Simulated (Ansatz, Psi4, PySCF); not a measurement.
CH$_{3}$S (SMILES C[S]), doublet, geometry from GFN2-xTB. Base run: CCSD(T)/6-31G* (PySCF).

Input for PySCF:
```python
from pyscf import gto, scf, cc

mol = gto.M(
    atom='''
C    -1.104298   -0.033029   -0.002672
S     0.687163    0.020553    0.001663
H    -1.436201   -0.647450   -0.835764
H    -1.446032   -0.462069    0.935869
H    -1.486597    0.978850   -0.110675
''',
    basis='6-31g*',
    charge=0,
    spin=1,
    verbose=4,
)

mf = scf.UHF(mol)
mf.kernel()

mycc = cc.CCSD(mf)
mycc.kernel()
et = mycc.ccsd_t()
print('E(CCSD(T)) = %.10f' % (mycc.e_tot + et))
```

The same geometry, method and basis name were run in Ansatz (a first-principles code) and Psi4 and PySCF, at each program's defaults and at the settings that a row names. The base is PySCF at its defaults. Differences at the defaults can come from grids, fitting, cores and function types together.

```tsv
code and settings	ΔE vs base (mEh)	basis functions	E (Eh)	SCF cycles
PySCF, defaults (exact integrals, spherical functions, all electrons correlated)	0.000	38	-437.37271	11
Psi4, defaults (exact integrals, Cartesian functions, all electrons correlated)	-10.287	40	-437.38300	14
Ansatz, defaults (factorised integrals, Cartesian functions, frozen core)	4.239	40	-437.36847	-
PySCF, frozen core	8.047	38	-437.36466	11
Psi4, exact integrals, spherical functions, frozen core	8.047	38	-437.36466	14
Ansatz, high accuracy, frozen core, Cartesian functions as the basis file defines them	4.237	40	-437.36847	-
```

Open shells are given as the SCF converged; they aren't shown to be the lowest states, and a large step between rows can be another state.
